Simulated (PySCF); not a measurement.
SbFBr2, SMILES [Br][Sb]([F])[Br]. The structure is a stationary point at PBE0-D3(BJ)/def2-SVP. The def2 effective core potentials stand for the cores of Sb; spin–orbit coupling is left out.

Calculation: PBE0-D3(BJ)/def2-SVP in PySCF.

Harmonic wavenumbers (cm⁻¹): 80, 140, 153, 261, 266, 640. Rotational constants (GHz): 1.821, 0.7989, 0.6278; symmetry number 1.

Problem. Work out the zero-point energy and the ideal-gas rigid-rotor harmonic-oscillator thermochemistry at 298.15 K and 1 atm.

Solution. ZPE = ½ Σ hcν = ½ × 1540 cm⁻¹ = 9.21 kJ/mol. H − E(el) = 27.39 kJ/mol. Entropy in J/(mol K): translation 179.91, rotation 126.54, vibration 54.36, total 360.80. G − E(el) = -80.18 kJ/mol. Cp = 75.95 J/(mol K). Modes under 150 cm⁻¹ make the vibrational entropy uncertain.
